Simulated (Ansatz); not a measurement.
**Energy profile**

The step: SiNH₃O₂ ([NH2][Si]([O])[OH]) + HF → SiNH₃O₂ ([NH][Si]([OH])[OH]) + HF; bonds formed: F2–H4, O6–H9; bonds broken: F2–H9, N3–H4 (atoms numbered as in the saddle structure below).

Si1  (-0.512, 0.309, 0.110)
F2  (1.713, -1.469, 0.028)
N3  (0.693, 0.465, -0.940)
H4  (1.394, -0.492, -0.610)
O5  (-1.799, 1.256, 0.226)
O6  (-0.399, -0.904, 1.119)
H7  (0.861, 1.132, -1.670)
H8  (-2.454, 1.053, 0.900)
H9  (0.502, -1.350, 0.837)
(Å)

Electronic energies by CCSD(T) at an estimated basis limit (MP2 extrapolated from triple and quadruple zeta, plus CCSD(T) − MP2 in triple zeta), on PBE0-D4/def2-TZVP structures; SiNH4O2F, singlet; no counterpoise correction. Program: Ansatz 0.2.0. Basis: def2-TZVPP and def2-QZVPP. Cores are frozen in the correlated methods. Extrapolation: Hartree–Fock as exp(−7.88 √X), correlation as X^−2.97.

Q: Give the profile in eV, counted from the separated reactants. (To be estimated.)

A: The calculation gives:
```tsv
point	eV
separated: SiNH3O2 (linked as [NH2][Si]([O])[OH]; Si1, N3, H4, O5, O6, H7, H8; singlet) + HF (F2, H9; singlet)	0.000
start structure	-0.631
saddle	0.219
end structure	0.023
```

No T1 diagnostic of these runs exceeds 0.015.

For scale, one of the runs: CCSD(T)/def2-TZVPP, 222 basis functions, launched by `ansatz run in.yaml --threads 4 --pin off --events-out ev --progress --plain --max-ram 9574MiB`. Hardware: 4 CPU threads of an Intel Xeon, shared host. Wall time 2.1 min; peak host memory 3.7 GiB.
